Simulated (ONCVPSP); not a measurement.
**What one change does to a pseudopotential (nitrogen, ONCV)**

| Item | Value |
| --- | --- |
| Element | N (Z = 7) |
| Generator | ONCVPSP 4.0.1 |
| Type | optimised norm-conserving Vanderbilt (ONCV) |
| Functional | BLYP |
| Relativity | scalar-relativistic |
| Frozen core | [He] |
| Valence charge | 5 |
| Reference configuration | 2s2 2p3 |
| Partial waves | 2s: rc 1.10 bohr, ncon 3, nbas 6, qcut 4.6 1/bohr, 3 projectors, debl 3.4 Ha; 2p: rc 1.65 bohr, ncon 3, nbas 6, qcut 8.9 1/bohr, 2 projectors, debl 3.2 Ha |
| Local potential | polynomial inside 1.05 bohr (lpopt 2, dvloc0 3 Ha) |
| Core correction | Teter function, fcfact 2.5, rcfact 1.05 |

All-electron outer shells of the reference configuration (BLYP, scalar-relativistic, ld1.x):

| shell | level (eV) | outermost node (bohr) | outermost maximum (bohr) |
| --- | --- | --- | --- |
| 1s | -385.37 | – | 0.15 |
| 2s | -18.45 | 0.32 | 1.00 |
| 2p | -7.06 | – | 0.97 |

Change: core correction Teter function, fcfact 2.5, rcfact 1.76.

Cutoffs: the cutoffs (Ha) at which the residual kinetic energy of the hardest occupied pseudo-wave falls to 1 and 0.1 mHa per electron; they do not see the model core or the augmentation charge, which bear on the density cutoff. Errors are all-electron minus pseudo energies relative to the spin-unpolarised reference configuration.

**Question.** What does the change do?

**Answer.** Of the 4 tests that both files solve, the error grows in 0 and shrinks in 1 by more than 15 % and 0.3 meV (median size 130.6 → 116.9 meV); neither file shows a bound ghost. A model core, the more so a compact one, raises the density cutoff, which this test does not measure.

| quantity | base | changed |
| --- | --- | --- |
| bound ghosts | none | none |
| GHOST(+) flags under 300 eV | none | none |
| error for 2s2 2p2, meV [ΔE 13.57 eV] | +27 | +25 |
| error for 2s2 2p1, meV [ΔE 42.45 eV] | +234 | +209 |
| error for 2s2 2p0, meV [ΔE 89.61 eV] | +977 | +838 |
| error for 2s1 2p4, meV [ΔE 11.40 eV] | +19 | +15 |
| s: phases at 1.12 bohr within 0.05 rad from the reference energy up to (Ha; the scan ends near 5) | to the end of the scan | to the end of the scan |
| p: phases at 1.68 bohr within 0.05 rad from the reference energy up to (Ha; the scan ends near 5) | to the end of the scan | to the end of the scan |
| rms error of d²Exc/dni dnj with the model core, mHa | 2.43 | 1.54 |
